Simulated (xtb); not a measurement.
xtb input (GFN1-xTB):

```bash
xtb mol.xyz --gfn 1 --sp --chrg -1 --uhf 0
```
mol.xyz:
```
14

C      0.63081438    -0.23006859    -1.76891708
Si     0.06735294    -0.02662284    -0.11763802
C     -1.79756003     0.39591218    -0.08410632
N      0.89338399     1.18761041     0.91822515
N      0.24541351    -1.41067225     1.00126145
H      0.09270791     0.22090591    -2.60024036
H      1.64156535    -0.55009456    -2.01494530
H     -2.39971538    -0.44947277    -0.42865420
H     -2.12464092     0.64975759     0.92983009
H     -2.01462102     1.24882050    -0.73515436
H      0.42192192     1.45835897     1.77579189
H      1.13181825     2.02065444     0.39732748
H      0.21061605    -2.29257524     0.50465316
H      1.12629796    -1.36726393     1.50005795
```

End of the output:

```
         :::::::::::::::::::::::::::::::::::::::::::::::::::::
         ::                     SUMMARY                     ::
         :::::::::::::::::::::::::::::::::::::::::::::::::::::
         :: total energy             -17.567715346375 Eh    ::
         :: gradient norm              0.027636606686 Eh/a0 ::
         :: HOMO-LUMO gap              4.865686343797 eV    ::
         ::.................................................::
         :: SCC energy               -17.774771996759 Eh    ::
         :: -> electrostatic           0.169090899666 Eh    ::
         :: repulsion energy           0.212145060346 Eh    ::
         :: dispersion energy         -0.005088409962 Eh    ::
         :: halogen bond corr.         0.000000000000 Eh    ::
         :: add. restraining           0.000000000000 Eh    ::
         :: total charge              -1.000000000000 e     ::
         :::::::::::::::::::::::::::::::::::::::::::::::::::::

           -------------------------------------------------
          |                Property Printout                |
           -------------------------------------------------

    * Orbital Energies and Occupations

         #    Occupation            Energy/Eh            Energy/eV
      -------------------------------------------------------------
         1        2.0000           -0.5312202             -14.4552
       ...           ...                  ...                  ...
         4        2.0000           -0.3627294              -9.8704
         5        2.0000           -0.3434436              -9.3456
         6        2.0000           -0.3348437              -9.1116
         7        2.0000           -0.3275083              -8.9120
         8        2.0000           -0.3151534              -8.5758
         9        2.0000           -0.3149935              -8.5714
        10        2.0000           -0.2739245              -7.4539
        11        2.0000           -0.2663339              -7.2473
        12        2.0000           -0.2529928              -6.8843
        13        2.0000           -0.2271907              -6.1822
        14        2.0000           -0.1994552              -5.4275
        15        2.0000           -0.1956603              -5.3242
        16        2.0000           -0.1256115              -3.4181 (HOMO)
        17                          0.0531992               1.4476 (LUMO)
Note: The following floating-point exceptions are signalling: IEEE_DENORMAL
normal termination of xtb
        18                          0.0690398               1.8787
        19                          0.0718050               1.9539
        20                          0.0940383               2.5589
        21                          0.1081340               2.9425
        22                          0.1205679               3.2808
        23                          0.1344677               3.6591
        24                          0.1395551               3.7975
        25                          0.1532594               4.1704
        26                          0.1796565               4.8887
        27                          0.1944767               5.2920
       ...                                ...                  ...
        43                          1.4213436              38.6767
      -------------------------------------------------------------
                  HL-Gap            0.1788107 Eh            4.8657 eV
             Fermi-level           -0.0362062 Eh           -0.9852 eV

  Mulliken/CM5 charges         n(s)   n(p)   n(d)
     1C    -0.48472 -0.53189   0.979  3.505  0.000
     2Si    0.19882  0.11710   1.070  1.842  0.889
     3C    -0.17738 -0.28488   0.998  3.179  0.000
     4N    -0.54666 -0.95153   1.448  4.098  0.000
     5N    -0.54895 -0.95307   1.454  4.095  0.000
     6H    -0.01232  0.04285   1.012  0.000  0.000
     7H    -0.01405  0.04095   1.014  0.000  0.000
     8H    -0.00789  0.04680   1.008  0.000  0.000
     9H    -0.01309  0.04231   1.013  0.000  0.000
    10H    -0.01030  0.04406   1.010  0.000  0.000
    11H     0.15317  0.34373   0.847  0.000  0.000
    12H     0.14980  0.34268   0.850  0.000  0.000
    13H     0.15253  0.34494   0.847  0.000  0.000
    14H     0.16104  0.35595   0.839  0.000  0.000

Wiberg/Mayer (AO) data.
largest (>0.10) Wiberg bond orders for each atom

 ---------------------------------------------------------------------------
     #   Z sym  total        # sym  WBO       # sym  WBO       # sym  WBO
 ---------------------------------------------------------------------------
     1   6 C    3.687 --     2 Si   1.654     7 H    0.951     6 H    0.947
     2  14 Si   5.025 --     1 C    1.654     5 N    1.089     4 N    1.074
                             3 C    0.940
     3   6 C    3.915 --    10 H    0.969     9 H    0.968     8 H    0.968
                             2 Si   0.940
     4   7 N    3.059 --     2 Si   1.074    11 H    0.949    12 H    0.947
     5   7 N    3.058 --     2 Si   1.089    13 H    0.948    14 H    0.942
     6   1 H    1.005 --     1 C    0.947
     7   1 H    1.005 --     1 C    0.951
     8   1 H    1.011 --     3 C    0.968
     9   1 H    1.012 --     3 C    0.968
    10   1 H    1.010 --     3 C    0.969
    11   1 H    0.983 --     4 N    0.949
    12   1 H    1.001 --     4 N    0.947
    13   1 H    0.995 --     5 N    0.948
    14   1 H    0.989 --     5 N    0.942
 ---------------------------------------------------------------------------

Topologies differ in total number of bonds
Writing topology from bond orders to xtbtopo.mol

 dipole moment from electron density (au)
     X       Y       Z
  -0.3786   0.5341   1.3837  total (Debye):    3.891

           -------------------------------------------------
          | TOTAL ENERGY              -17.567715346375 Eh   |
          | GRADIENT NORM               0.027636606686 Eh/α |
          | HOMO-LUMO GAP               4.865686343797 eV   |
           -------------------------------------------------

------------------------------------------------------------------------
------------------------------------------------------------------------
 total:
 SCF:
```

It need not be the lowest isomer of its formula. Whether it binds its extra electron was not tested at this geometry.
